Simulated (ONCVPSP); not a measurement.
**u(r) = r·R(r): atom against pseudo-atom (Os)**

Columns: radius, all-electron u(r) and pseudo u(r) of the 5s shell (level -99.52 eV) of osmium in the configuration [Kr] 4d10 4f14 5s2 5p6 5d6 6s1; BLYP, scalar-relativistic, ONCV scheme, ONCVPSP 4.0.1.

| r (bohr) | all-electron | pseudo |
| --- | --- | --- |
| 0.103 | 0.2277 | 0.1256 |
| 0.205 | 0.1141 | 0.2580 |
| 0.308 | -0.5970 | 0.4042 |
| 0.410 | -0.5140 | 0.5591 |
| 0.513 | 0.0219 | 0.7168 |
| 0.615 | 0.5671 | 0.8605 |
| 0.718 | 0.9508 | 0.9777 |
| 0.820 | 1.1442 | 1.0531 |
| 0.923 | 1.1919 | 1.0804 |
| 1.025 | 1.1420 | 1.0580 |
| 1.128 | 1.0364 | 0.9908 |
| 1.230 | 0.9077 | 0.8907 |
| 1.332 | 0.7745 | 0.7714 |
| 1.435 | 0.6470 | 0.6469 |
| 1.538 | 0.5325 | 0.5324 |
| 1.640 | 0.4341 | 0.4340 |
| 1.743 | 0.3499 | 0.3498 |
| 1.845 | 0.2806 | 0.2806 |
| 1.948 | 0.2233 | 0.2232 |
| 2.050 | 0.1772 | 0.1771 |
| 2.153 | 0.1397 | 0.1396 |
| 2.255 | 0.1100 | 0.1100 |
| 2.358 | 0.0862 | 0.0861 |
| 2.460 | 0.0675 | 0.0675 |
| 2.562 | 0.0527 | 0.0527 |
| 2.665 | 0.0410 | 0.0410 |

Q: How many radial nodes do the two functions have?

A: The all-electron 5s function has n − l − 1 = 4 (the table is too coarse to show those close to the nucleus); the pseudo-wave has 0, since the states of the same l below it are removed with the core.

Q: At about which radius was the pseudo-wave matched?

A: 1.45 bohr, where the columns begin to agree (steps of 0.10 bohr).

Q: Is the pseudo-wave norm-conserving?

A: Yes: the ONCV scheme keeps the norm inside the radius equal to the all-electron one, which fixes the energy derivative of the logarithmic derivative at the level.
